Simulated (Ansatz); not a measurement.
Geometry optimisation, RKS BLYP/def2-SVP (Ansatz 0.2.0).

The input (input.yaml):

```yaml
crystal:
  periodic: [false, false, false]
  atoms:
    - { symbol: C, position_ang: [-1.9238, 0.285, 0.9668] }
    - { symbol: Al, position_ang: [-0.819, -1.0836, 0.1589] }
    - { symbol: C, position_ang: [1.1191, -0.7979, 0.044] }
    - { symbol: Ge, position_ang: [1.5934, 0.8101, -0.9891] }
    - { symbol: H, position_ang: [-3.0295, -0.0049, 0.9043] }
    - { symbol: H, position_ang: [-1.67, 0.5198, 2.0066] }
    - { symbol: H, position_ang: [-1.8295, 1.2718, 0.3807] }
    - { symbol: H, position_ang: [-1.425, -2.407, -0.4157] }
    - { symbol: H, position_ang: [1.6318, -1.6593, -0.3848] }
    - { symbol: H, position_ang: [1.5625, -0.6726, 1.105] }
    - { symbol: H, position_ang: [0.8418, 2.0224, -0.2844] }
    - { symbol: H, position_ang: [3.0704, 1.0293, -1.0464] }
    - { symbol: H, position_ang: [0.898, 0.6521, -2.4312] }
basis:
  gaussian: { orbitals: def2-SVP }
hamiltonian:
  xc: blyp
relax:
  f_tol: 0.02
  max_steps: 50
```

Launched with:

```bash
$ ansatz run input.yaml --threads 2 --pin off --max-ram 3072MiB --backend cpu --events-out ev --progress --plain --runs-dir out
```

**Question.** Where does it end, and by what steps?

**Answer.** The run converged. The force dipped under the threshold on the way, but the program's further checks kept it going. After 26 steps the energy has fallen by 0.236 eV; H7 moved furthest, 1.07 Å.

```csv
step,energy less start (eV),largest force component (eV/Å),accepted
0,0.0000,1.803,yes
1,-0.1857,0.573,yes
2,-0.2129,0.157,yes
3,-0.2199,0.045,yes
4,-0.2237,0.134,yes
5,-0.2241,0.182,yes
6,-0.2271,0.093,yes
7,-0.2264,0.114,no
8,-0.2289,0.086,yes
9,-0.2288,0.212,no
10,-0.2302,0.045,yes
11,-0.2311,0.040,yes
12,-0.2320,0.083,yes
13,-0.2307,0.184,no
14,-0.2328,0.075,yes
15,-0.2333,0.068,yes
16,-0.2339,0.106,yes
17,-0.2343,0.075,yes
18,-0.2349,0.019,yes
19,-0.2354,0.025,yes
20,-0.2351,0.096,no
21,-0.2275,0.152,no
22,-0.2356,0.004,yes
23,-0.2359,0.055,yes
24,-0.2361,0.043,yes
25,-0.2362,0.032,yes
26,-0.2365,0.020,yes
```

```xyz
13
Properties=species:S:1:pos:R:3
C -2.138 0.148 1.209
Al -0.923 -0.843 0.009
C 1.041 -0.652 0.095
Ge 1.819 0.729 -1.116
H -2.839 -0.544 1.728
H -1.617 0.748 1.984
H -2.780 0.844 0.622
H -1.544 -1.818 -1.099
H 1.537 -1.607 -0.183
H 1.376 -0.384 1.120
H 1.241 2.137 -0.779
H 3.369 0.796 -0.974
H 1.478 0.411 -2.602
```

The run took 60 s on 2 threads of Arm Neoverse V2 (shared host), peak memory 0.17 GiB.
